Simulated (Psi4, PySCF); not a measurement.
Here is a job for Psi4.
```
memory 2 GB

molecule {
-1 1
  O     0.03611404   -0.77593725    0.00088671
  C     0.02606095    0.60066436   -0.00046830
  C     1.38198523   -1.38415851    0.00690185
  C    -1.40696629    1.14758787   -0.00677684
  H     0.56020300    1.00696541    0.89188748
  H     0.56739495    1.00526473   -0.88925576
  H     1.92930273   -0.90586634   -0.88026457
  H     1.92212424   -0.90416885    0.89754425
  H    -1.93120833    0.78992516   -0.89091279
  H    -1.93833386    0.79161013    0.87377814
  H    -1.40487439    2.23920543   -0.00781069
}

set basis 6-31g*
set scf_type pk
set puream true
set d_convergence 1e-8
set dft_radial_points 99
set dft_spherical_points 590

energy('cam-b3lyp')
print_variables()
```

Task: Give the equivalent PySCF input.

Result: Several could match; the one computed here: 
```python
from pyscf import gto, scf, dft

mol = gto.Mole()
mol.atom = '''
    O     0.036114   -0.775937    0.000887
    C     0.026061    0.600664   -0.000468
    C     1.381985   -1.384159    0.006902
    C    -1.406966    1.147588   -0.006777
    H     0.560203    1.006965    0.891887
    H     0.567395    1.005265   -0.889256
    H     1.929303   -0.905866   -0.880265
    H     1.922124   -0.904169    0.897544
    H    -1.931208    0.789925   -0.890913
    H    -1.938334    0.791610    0.873778
    H    -1.404874    2.239205   -0.007811
'''
mol.basis = '6-31g*'
mol.charge = -1
mol.spin = 0
mol.verbose = 4
mol.build()

mf = dft.RKS(mol)
mf.xc = 'camb3lyp'
mf.grids.atom_grid = (99, 590)
mf.grids.prune = None
mf.kernel()
```

Both were run: Psi4 gave -193.531160 Eh and PySCF -193.531159 Eh, 0.000 mEh apart.
